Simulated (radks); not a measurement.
Results of a calculation; reference values are marked as such.
Problem. Coherent X-ray form factor from a spherical all-electron density. Code: a radial shooting solver on a logarithmic mesh with Libxc functionals. Model: scalar-relativistic Kohn-Sham, PBE, spin-polarised, spherical densities, finite nucleus; Fermi nuclear charge, rms radius of each element as measured or else 0.836 A^(1/3) + 0.57 fm.

| sin(theta)/lambda (1/angstrom) | f0 (electrons) |
|---|---|
| 0.05 | 21.884 |
| 0.1 | 21.543 |
| 0.15 | 20.993 |
| 0.2 | 20.262 |
| 0.25 | 19.384 |
| 0.3 | 18.397 |
| 0.4 | 16.250 |
| 0.5 | 14.104 |
| 0.6 | 12.163 |
| 0.8 | 9.236 |
| 1 | 7.496 |
| 1.25 | 6.297 |
| 1.5 | 5.504 |
| 2 | 4.116 |

The species is in the configuration that NIST lists as its ground one. Which atom or ion scatters so?

Solution. The zinc ion Zn8+, [Ar] 3d4. Extrapolating in s^2 from the first two rows gives f0(0) = 22.0, near the electron count 22; among species with that count, the fall with angle is slower the higher Z, and the table is that of Z = 30; from so few rows the species is fixed only to a neighbour or two.
